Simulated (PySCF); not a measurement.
# Dipole moment and polarisability of `CC(=O)P=C(C)C`

C5H9OP.
Atom-mapped SMILES: `[CH3:1][C:2](=[O:3])[P:4]=[C:5]([CH3:6])[CH3:7]` (hydrogens: H8, H9, H10 on C1; H11, H12, H13 on C6; H14, H15, H16 on C7)

Structure used (GFN2-xTB), in Å, numbered top down from 1:
```xyz
16
C5H9OP angstrom
C      3.045    0.289   -0.169
C      1.631   -0.195   -0.339
O      1.268   -0.907   -1.241
P      0.521    0.402    1.036
C     -1.035    0.289    0.376
C     -1.432   -0.182   -0.980
C     -2.166    0.737    1.248
H      3.052    1.378   -0.207
H      3.410   -0.009    0.812
H      3.688   -0.114   -0.948
H     -1.447   -1.272   -1.000
H     -2.427    0.182   -1.233
H     -0.724    0.127   -1.747
H     -2.656    1.610    0.813
H     -1.822    0.994    2.248
H     -2.914   -0.054    1.322
```

Level: CAM-B3LYP/def2-SVPD (PySCF), static field, nuclei fixed, core orbitals frozen in the response. The polarisability tensor in these axes (au):

```
x   125.08  -2.01  -1.84
y    -2.01  69.82   9.78
z    -1.84   9.78  85.08
```

Question: Give the principal values, the mean and the anisotropy Δα = √{½[(α1 − α2)² + (α2 − α3)² + (α1 − α3)²]}.

Answer: Principal values 65.03, 89.68 and 125.28 au; mean 93.33 au = 13.83 Å³ = 15.39 × 10⁻⁴⁰ C²·m²/J; Δα = 52.47 au (56 % of the mean).

Question: What is the dipole moment, and where does it point?

Answer: (-0.77, 1.18, 0.61) D, 1.53 D in size, pointing from the negative to the positive side. Measured along this direction, the outermost atoms are H10 at the negative end and H14 at the positive end.

Question: Find the Langevin capture rate constant for H3O+ (19.018 u) meeting this molecule (116.039 u), k = 2.342 × 10⁻⁹ cm³/s × √(α in Å³ / reduced mass in u).

Answer: The reduced mass is 16.34 u, so k = 2.15 × 10⁻⁹ cm³/s. The formula leaves out the permanent dipole, which adds to the capture rate.

Question: What depolarisation ratio follows for Rayleigh scattering of linearly polarised light, taking the static tensor?

Answer: ρ = 3Δα²/(45ᾱ² + 4Δα²) = 8258.2/(391975 + 11011.0) = 0.0205.

Question: Directions of the eigenvectors, and the extent of the frame along each?

Answer: Largest value along (1.00, -0.05, -0.06), where the nuclei span 6.72 Å; middle along (0.07, 0.44, 0.90), 3.88 Å; least along (0.02, 0.90, -0.44), 2.11 Å. The response follows the extents in order.

Question: What would n − 1 = 2πNα be for an ideal gas of these molecules at 298.15 K and 1 atm, electronic part alone?

Answer: N = p/kT = 2.4615 × 10¹⁹ cm⁻³, so n − 1 = 2π × N × 13.83 × 10⁻²⁴ cm³ = 2139 × 10⁻⁶ at long wavelengths, for an ideal gas.

Question: Orientational against electronic polarisability at 250 K (dilute gas, rigid molecules)?

Answer: In Gaussian units μ²/3kT = 22.73 Å³ against 13.83 Å³, a ratio of 1.64; the Debye molar polarisation (4π/3)N_A(α + μ²/3kT) is 92.2 cm³/mol, leaving out the vibrational part.

The structure is a single GFN2-xTB conformer in the gas phase; no vibrational or solvent corrections.

These values come from a run that also computed excited states. The run took 44 s of wall time on Arm Neoverse V1, one thread, on a shared host, and the process peaked at 1.0 GiB of memory.
